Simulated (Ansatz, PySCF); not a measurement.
Dimer: SiH4 (SMILES [SiH4]) (first 5 atoms) with CH3I (SMILES CI); geometry from B3LYP-D3(BJ)/def2-TZVP.
(charge 0, multiplicity 1):
```xyz
10

Si     0.1423     0.0449    -0.0385
H      1.2893    -0.8569     0.1958
H      0.2310     1.2199     0.8569
H     -1.1263    -0.6720     0.2198
H      0.1563     0.5088    -1.4461
C     -1.9213     0.3552     3.3369
I     -0.2724    -0.9502     3.8088
H     -2.5036    -0.1297     2.5623
H     -2.4979     0.4907     4.2444
H     -1.5005     1.2908     2.9875
```

Counterpoise-corrected where a basis set is named; no monomer relaxation. Rows marked so take none.

Correlated levels freeze the cores. Filled d and f shells under p-block atoms count as core. Rows in LANL2DZ carry no dispersion term and start afresh at each structure. LANL2DZ brings its own core potentials from Na on.

The values were computed with Ansatz (a quantum-chemistry and plane-wave program) with Gaussian orbitals; PySCF for LANL2DZ rows, the dispersion terms.  In def2 rows elements past Kr take small-core potentials, without spin–orbit coupling.

Problem. One of these levels gives 33.4 meV for the interaction energy. Which one is it?
A. B3LYP/LANL2DZ (no counterpoise)
B. BLYP-D3(BJ)/def2-TZVPPD
C. MP2/def2-SVPD
D. wB97X-V/def2-TZVPPD

Solution. A, B3LYP/LANL2DZ (no counterpoise). The others give -90.7 (BLYP-D3(BJ)/def2-TZVPPD), -76.7 (wB97X-V/def2-TZVPPD), -50.9 (MP2/def2-SVPD)
